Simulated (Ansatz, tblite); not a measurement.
Spin states of Si3Au⁺, each relaxed with r2SCAN-D4/def2-SVP in Ansatz. Electronic energies in the gas phase.

In the def2 sets Au takes a core potential; there is no spin–orbit coupling. The xTB rows come from tblite. B3LYP takes the VWN-RPA correlation. Correlated methods freeze 15 core orbitals; core or outer-core shells of Au are correlated, in sets that lack core-valence functions. The structure comes from a short search, and lower isomers may exist.

Singlet geometry:

```xyz
4

Au   -0.9985   -0.2096   -0.9081
Si    0.8725    1.3209   -1.1553
Si   -0.7664   -1.2991    1.2513
Si    0.8923    0.1878    0.8122
```

Triplet geometry (C2v within 0.1 Å):

```xyz
4

Au   -1.558    0.205   -0.098
Si    0.235    1.749   -0.237
Si   -0.255   -1.746    0.236
Si    1.578   -0.208    0.100
```

Quintet geometry (Cs within 0.1 Å):

Cartesian coordinates in Å:
```
Au 1.023 0.419 -1.219
Si 0.695 1.197 1.050
Si -0.389 -1.499 -0.786
Si -1.329 -0.116 0.955
```

Run but left out: HF/def2-TZVP, PBE-QIDH/def2-TZVP (singlet: restricted singlet, unstable towards broken spin symmetry); B2PLYP/def2-TZVP (singlet: restricted singlet, unstable in another Hartree–Fock run and untested here).

Only these spin states were relaxed. The triplet has other bonds than the singlet, so the gap mixes isomer and spin. The quintet has other bonds than the singlet, so the gap mixes isomer and spin.

Estimate which spin state lies lowest at each of these levels, and by how much: GFN1-xTB; GFN2-xTB; PBE-D4/def2-TZVP; r2SCAN-D4/def2-TZVP; B3LYP-D4/def2-TZVP; PBE0-D4/def2-TZVP; ωB97X-V/def2-TZVP; RPA@PBE/def2-TZVP.


```
              level  triplet − singlet (kJ/mol)  quintet − singlet (kJ/mol)  lowest of these
           GFN1-xTB                        81.4                       224.9          singlet
           GFN2-xTB                        56.8                       206.6          singlet
   PBE-D4/def2-TZVP                        48.6                       183.0          singlet
r2SCAN-D4/def2-TZVP                        43.2                       172.1          singlet
 B3LYP-D4/def2-TZVP                        35.9                       178.1          singlet
  PBE0-D4/def2-TZVP                        38.7                       170.5          singlet
  ωB97X-V/def2-TZVP                        36.5                       186.2          singlet
  RPA@PBE/def2-TZVP                        55.3                       196.1          singlet
```

Change of the quintet − singlet gap on mixing in exact exchange, in kJ/mol: PBE to PBE0 (25 % exact exchange) -12.5. The xTB methods have no spin-polarisation term.

| state | donor atoms | mean metal–ligand distance (Å) | range (Å) | Mulliken spin on the metal (PBE0) |
| --- | --- | --- | --- | --- |
| singlet | 3 | 2.482 | 2.43–2.59 | 0 |
| triplet | 2 | 2.370 | 2.37–2.37 | 0.26 |
| quintet | 2 | 2.421 | 2.42–2.42 | 0.21 |

⟨S²⟩ at PBE0-D4/def2-TZVP: singlet 0.00 (pure 0.00), triplet 2.01 (pure 2.00), quintet 6.01 (pure 6.00). The unpaired electrons of the triplet sit mostly on the ligands. The unpaired electrons of the quintet sit mostly on the ligands.
